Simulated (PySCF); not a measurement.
Isomers of C5H7FO2. Level of theory: PBE0-D3(BJ)/def2-SVP geometry optimisation, gas phase (PySCF 2.14.0). Energies are electronic, without zero-point or thermal terms, for one conformer each. No frequencies were run at this level. Point groups hold within 0.08 Å.

Task: Rank from lowest to highest electronic energy at this level (kJ/mol).
A. `[CH3:1]/[CH:2]=[C:3](/[O:4][CH3:5])[C:6](=[O:7])[F:8]` with C2–C3–O4–C5 1°, C2–C3–C6–O7 -1°
B. `[CH2:1]=[C:2]([F:3])[C:4](=[O:5])[O:6][CH2:7][CH3:8]` with C1–C2–C4–O5 0°, C2–C4–O6–C7 180°, C4–O6–C7–C8 -179° (CH2=CFCOOEt)

Result: B (0.0), A (15.1).

As drawn, the lower has a C(=O)–O unit, which the higher lacks.

```
          SMILES      E (Eh)  E rel (kJ/mol)  dipole (D)  point group      A, B, C (MHz)
  C=C(F)C(=O)OCC  -444.21300             0.0        0.88           Cs  4223, 1245, 973.4
C/C=C(/OC)C(=O)F  -444.20725            15.1        3.94           Cs   2411, 1985, 1104
```

Task: How do the relative energies change in single points at PBE0/pcSseg-1 (no added dispersion term) on the same geometries?

Result: 
```tsv
SMILES	PBE0-D3(BJ)/def2-SVP (kJ/mol)	PBE0/pcSseg-1 (kJ/mol)	shift
C=C(F)C(=O)OCC	0.0	0.0	0.0
C/C=C(/OC)C(=O)F	15.1	20.6	+5.5
```

Each column counts from its own lowest isomer. The order is unchanged; the largest shift is 5.5 kJ/mol.
